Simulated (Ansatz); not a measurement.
Reactions of `N=[C](Cl)[GeH3]`.

Computed with Ansatz on PBE0-D4/def2-TZVP structures; ΔE is electronic, products minus reactants. CCSD(T)/CBS is the MP2 limit (def2-TZVPP, def2-QZVPP) plus CCSD(T) − MP2 in def2-TZVPP, frozen cores. This one scheme is used for every species. DFT in def2-TZVPP. For Ge, Se outer-core shells are correlated without core-valence functions, which leaves a few kJ/mol of doubt a bond. Scalar relativity is left out up to krypton. One conformer a species, not always the lowest.

```csv
reaction,r2SCAN-D4 (kcal/mol),PBE0-D4 (kcal/mol),HF/CBS(def2) (kcal/mol)
`N=[C](Cl)[GeH3]` + `CC#CS` → `CC#C[S][GeH3]` + `N=CCl`,-15.4,-16.0,-17.0
`N=[C](Cl)[GeH3]` + H₂Se → `N=C(Cl)[SeH]` + GeH₄,3.5,4.0,7.1
`N=[C](Cl)[GeH3]` + `OC#C[SiH3]` → `[SiH3]C#C[O][GeH3]` + `N=CCl`,-13.3,-12.4,-18.5
`N=[C](Cl)[GeH3]` + `BOCN` → `N[CH2][GeH3]` + `BOC(=N)Cl`,4.8,4.1,4.3
```

(1) Give the CCSD(T)/CBS values in the same order. (Best estimate.)

Largest T1 diagnostic: 0.014, for `BOC(=N)Cl`.

## Answers

(1) Computed: -14.6, 5.8, -12.6, 5.1 kcal/mol.
